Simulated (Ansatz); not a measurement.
Cl2Hg, triplet, at a GFN2-xTB geometry (such geometries of metal compounds can be far from the true shape) (a higher spin typed on purpose: for a closed-shell molecule this is an excited state) (core potentials on Hg), with bond 3-1 at 1.4 times its length; CASSCF(6,5)/def2-SVP (Ansatz, a first-principles code).

Ansatz was given this input:
Ansatz 0.2 input:
```yaml
crystal:
  periodic: [false, false, false]
  atoms:
    - {symbol: Hg, position_ang: [0.28476520, -0.61679802, 0.27531871]}
    - {symbol: Cl, position_ang: [0.35903489, 1.54869982, -1.49395900]}
    - {symbol: Cl, position_ang: [-2.49265507, 2.14214998, 0.16755066]}
basis:
  gaussian:
    orbitals: def2-SVP
hamiltonian:
  xc: hf
correlation: {active_space: {window: {electrons: 6, orbitals: 5}}}
magnetization: {spin_polarized: false, initial_magnetization: 2}
```

The log (banner, timings and long lists left out):

```
Functional definition: HF
647 factors; integrals over basis functions are off by at most 3.6e-4 eV
mean field evaluation 1: about -29146.4018 eV, gradient 1.3e1 eV
mean field evaluation 2: about -29146.4885 eV, gradient 1.3e1 eV
mean field evaluation 4: about -29148.1670 eV, gradient 4.1e0 eV
mean field evaluation 8: about -29148.4643 eV, gradient 8.0e-1 eV
mean field evaluation 16: about -29148.4811 eV, gradient 1.8e-6 eV
mean field evaluation 32: about -29147.6601 eV, gradient 2.0e-5 eV
mean field evaluation 64: about -29148.2414 eV, gradient 7.7e-2 eV
mean field evaluation 96: about -29147.7154 eV, gradient 6.1e-1 eV
mean field evaluation 128: about -29148.4785 eV, gradient 2.9e-1 eV
mean field evaluation 160: about -29147.6568 eV, gradient 1.9e0 eV
mean field evaluation 192: about -29148.4773 eV, gradient 9.6e-2 eV
mean field evaluation 224: about -29148.4467 eV, gradient 4.5e-1 eV
mean field evaluation 256: about -29148.3106 eV, gradient 7.9e-1 eV
mean field evaluation 288: about -29148.4808 eV, gradient 2.5e-2 eV
mean field -29148.48113109 eV, -1071.1869240175 hartree, gradient 2.1e-6 eV, S^2 2.000000; 16 other end points of the search recorded, 0 dependent functions left out
reference -29148.48113109 eV, -1071.1869240175 hartree; 28, 26 occupied and 40, 42 virtual orbitals, 647 factors
state -29148.94428071 eV, -1071.2039444521 hartree
Total energy: -29148.94428071 eV, -1071.2039444521 hartree
```
